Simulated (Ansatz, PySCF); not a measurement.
System: GaF$_{2}$, net charge 0, doublet state. It need not be the lowest isomer of its formula. 
Geometry from a B3LYP-D3(BJ)/def2-TZVP (Ansatz, a first-principles code) optimisation:
```xyz
3

Ga     0.3037     0.1198     0.0904
F     -0.6807     0.9328    -1.1359
F     -0.3656    -1.3455     0.8244
```
Charge 0, spin multiplicity 2.

Dipole moments at this geometry, in debye (magnitudes).

```json
[
 {"level": "PBE/def2-TZVPD", "program": "Ansatz", "dipole (D)": "2.32"},
 {"level": "r2SCAN/def2-TZVPD", "program": "Ansatz", "dipole (D)": "2.42"},
 {"level": "B97M-V/def2-TZVPD", "program": "Ansatz", "dipole (D)": "2.41"},
 {"level": "M06-2X/def2-TZVPD", "program": "PySCF", "dipole (D)": "2.67"},
 {"level": "HSE06/def2-TZVPD", "program": "Ansatz", "dipole (D)": "2.54"},
 {"level": "CCSD(T)/aug-cc-pVDZ", "program": "Ansatz", "dipole (D)": "2.63"}
]
```
